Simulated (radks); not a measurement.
Initial-state core-level shifts of neutral barium when its valence configuration changes from [Xe] 6s2. Calculated with a radial shooting solver on a logarithmic mesh with Libxc functionals: scalar-relativistic Kohn-Sham, PBE, spin-polarised, spherical densities, point nucleus; open shells are filled with parallel spins first (spin-orbit coupling, left out, can overturn this in heavy ions). Shifts are changes of the shell-averaged eigenvalues in eV (positive: less bound).

\begin{tabular}{lrrrr}
valence & 2s & 2p & 4s & 5p \\ \hline
4f1 6s1 & -1.416 & -1.432 & -1.307 & -1.974 \\
5d1 6s1 & +1.447 & +1.443 & +1.426 & +1.297 \\
6s1 6p1 & -1.006 & -1.005 & -1.007 & -0.956 \\
5d2 & +2.375 & +2.367 & +2.347 & +2.148 \\
6p2 & -2.105 & -2.102 & -2.103 & -1.989 \\
\end{tabular}
